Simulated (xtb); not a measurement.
C3H9O2Si (SMILES CO[Si](C)(C)[O]), doublet, geometry from GFN2-xTB; GFN2-xTB (xtb).

xtb was given this input:
```
$ xtb mol.xyz --gfn 2 --uhf 1 --acc 0.0001 --json

# file mol.xyz
15

C      2.36802274    -0.21500238    -0.16436623
O      1.04859943    -0.27066974    -0.60335471
Si    -0.29327736     0.10673374     0.25741138
C     -1.22702195     1.24350352    -1.03720649
C     -1.40459677    -1.46119601    -0.12578853
O     -0.24259776     0.59049239     1.70200510
H      2.42594266     0.14747049     0.86237351
H      2.80578494    -1.21518965    -0.22091133
H      2.93340672     0.45349906    -0.81888214
H     -2.25829570     1.32252498    -0.72879304
H     -1.14605724     0.83583175    -2.03400514
H     -0.74423736     2.20825769    -0.97617609
H     -1.03542597    -2.24284323     0.52255038
H     -2.42482755    -1.21710212     0.12804338
H     -1.31684492    -1.74913359    -1.16299457
```

What the program printed (banner, timings and long lists left out):

```
   ID    Z sym.   atoms
    1    6 C      1, 4, 5
    2    8 O      2, 6
    3   14 Si     3
    4    1 H      7-15

           -------------------------------------------------
          |                Calculation Setup                |
           -------------------------------------------------

           -------------------------------------------------
          |                 G F N 2 - x T B                 |
           -------------------------------------------------

          ...................................................
          :                      SETUP                      :
          :.................................................:
          :  # basis functions                  39          :
          :  # atomic orbitals                  38          :
          :  # shells                           22          :
          :  # electrons                        37          :
          :  max. iterations                   250          :
          :  Hamiltonian                  GFN2-xTB          :
          :  restarted?                      false          :
          :  GBSA solvation                  false          :
          :  PC potential                    false          :
          :  electronic temp.          300.0000000     K    :
          :  accuracy                    0.0001000          :
          :  -> integral cutoff          0.6500000E+02      :
          :  -> integral neglect         0.1000000E-11      :
          :  -> SCF convergence          0.1000000E-09 Eh   :
          :  -> wf. convergence          0.1000000E-07 e    :
          :  Broyden damping             0.4000000          :
          :  net charge                          0          :
          :  unpaired electrons                  1          :
          ...................................................

 iter      E             dE          RMSdq      gap      omega  full diag
   1    -21.0049089 -0.210049E+02  0.717E+00    8.43       0.0  T
   2    -21.0671626 -0.622536E-01  0.579E+00    7.95       1.0  T
   3    -21.0819707 -0.148081E-01  0.318E+00    8.09       1.0  T
   4    -21.1003247 -0.183541E-01  0.166E+00    7.81       1.0  T
   5    -21.1081037 -0.777893E-02  0.803E-01    8.08       1.0  T
   6    -21.1083847 -0.281060E-03  0.395E-01    7.96       1.0  T
   7    -21.1095842 -0.119945E-02  0.920E-02    8.11       1.0  T
   8    -21.1096048 -0.206101E-04  0.227E-02    8.09       1.1  T
   9    -21.1096065 -0.167374E-05  0.127E-02    8.08       2.0  T
  10    -21.1096072 -0.771168E-06  0.815E-03    8.08       3.2  T
  11    -21.1096078 -0.608913E-06  0.200E-03    8.08      12.9  T
  12    -21.1096079 -0.404122E-07  0.729E-04    8.08      35.4  T
  13    -21.1096079 -0.198429E-08  0.340E-04    8.08      76.0  T
  14    -21.1096079 -0.867882E-09  0.609E-05    8.08     423.8  T
  15    -21.1096079 -0.603961E-13  0.282E-05    8.08     916.6  T
  16    -21.1096079 -0.351008E-11  0.644E-06    8.08    4007.6  T
  17    -21.1096079 -0.461853E-13  0.351E-06    8.08    7362.6  T
  18    -21.1096079 -0.675016E-13  0.724E-07    8.08   35684.0  T
  19    -21.1096079  0.355271E-14  0.609E-07    8.08   42390.9  T
  20    -21.1096079 -0.426326E-13  0.156E-07    8.08  100000.0  T
  21    -21.1096079  0.248690E-13  0.596E-08    8.08  100000.0  T
  22    -21.1096079 -0.106581E-13  0.607E-08    8.08  100000.0  T

   *** convergence criteria satisfied after 22 iterations ***

         :::::::::::::::::::::::::::::::::::::::::::::::::::::
         ::                     SUMMARY                     ::
         :::::::::::::::::::::::::::::::::::::::::::::::::::::
         :: total energy             -20.882545716178 Eh    ::
         :: gradient norm              0.000060561921 Eh/a0 ::
         :: HOMO-LUMO gap              8.081201172217 eV    ::
         ::.................................................::
         :: SCC energy               -21.109574481090 Eh    ::
[...]
        27                          0.1652499               4.4967
        28                          0.1679648               4.5706
        29                          0.1995883               5.4311
        30                          0.2002509               5.4491
       ...                                ...                  ...
        38                          0.9786738              26.6311
      -------------------------------------------------------------
                  HL-Gap            0.2969787 Eh            8.0812 eV
             Fermi-level           -0.3174112 Eh           -8.6372 eV

     #   Z          covCN         q      C6AA      α(0)
     1   6 C        3.689     0.037    20.138     6.423
     2   8 O        1.621    -0.348    19.892     6.020
     3  14 Si       3.331     0.576   112.921    21.342
     4   6 C        3.640    -0.151    23.832     7.021
     5   6 C        3.640    -0.151    23.831     7.021
     6   8 O        0.771    -0.429    22.301     6.329
     7   1 H        0.924     0.042     2.418     2.432
     8   1 H        0.924     0.050     2.324     2.384
     9   1 H        0.924     0.050     2.321     2.383
    10   1 H        0.926     0.045     2.379     2.412
    11   1 H        0.926     0.062     2.172     2.305
    12   1 H        0.926     0.055     2.263     2.353
    13   1 H        0.926     0.055     2.264     2.353
    14   1 H        0.926     0.045     2.377     2.411
    15   1 H        0.926     0.062     2.172     2.305

 Mol. C6AA /au·bohr⁶  :       2229.175593
 Mol. C8AA /au·bohr⁸  :      63467.197815
 Mol. α(0) /au        :         75.492169

Wiberg/Mayer (AO) data.
largest (>0.10) Wiberg bond orders for each atom

 ---------------------------------------------------------------------------
     #   Z sym  total        # sym  WBO       # sym  WBO       # sym  WBO
 ---------------------------------------------------------------------------
     1   6 C    3.946 --     2 O    1.005     7 H    0.989     9 H    0.971
                             8 H    0.970
     2   8 O    2.300 --     3 Si   1.073     1 C    1.005
     3  14 Si   4.255 --     6 O    1.977     2 O    1.073     5 C    0.616
                             4 C    0.615
     4   6 C    3.890 --    10 H    1.003    12 H    0.995    11 H    0.993
                             3 Si   0.615     5 C    0.122
     5   6 C    3.890 --    14 H    1.003    13 H    0.995    15 H    0.993
                             3 Si   0.616     4 C    0.122
     6   8 O    2.234 --     3 Si   1.977
     7   1 H    0.998 --     1 C    0.989
     8   1 H    0.997 --     1 C    0.970
     9   1 H    0.997 --     1 C    0.971
    10   1 H    0.998 --     4 C    1.003
    11   1 H    0.996 --     4 C    0.993
    12   1 H    0.997 --     4 C    0.995
    13   1 H    0.997 --     5 C    0.995
    14   1 H    0.998 --     5 C    1.003
    15   1 H    0.996 --     5 C    0.993
 ---------------------------------------------------------------------------

Topologies differ in total number of bonds
Writing topology from bond orders to xtbtopo.mol

molecular dipole:
                 x           y           z       tot (Debye)
 q only:       -0.038      -0.299      -0.885
   full:       -0.099      -0.523      -1.559       4.189
molecular quadrupole (traceless):
                xx          xy          yy          xz          yz          zz
 q only:        5.443       0.405       0.697       1.981      -2.758      -6.140
  q+dip:        4.964       0.577       1.773       2.134      -3.409      -6.737
   full:        7.181       0.745       2.495       2.850      -4.859      -9.676

           -------------------------------------------------
          | TOTAL ENERGY              -20.882545716178 Eh   |
          | GRADIENT NORM               0.000060561921 Eh/α |
          | HOMO-LUMO GAP               8.081201172217 eV   |
           -------------------------------------------------

normal termination of xtb
```
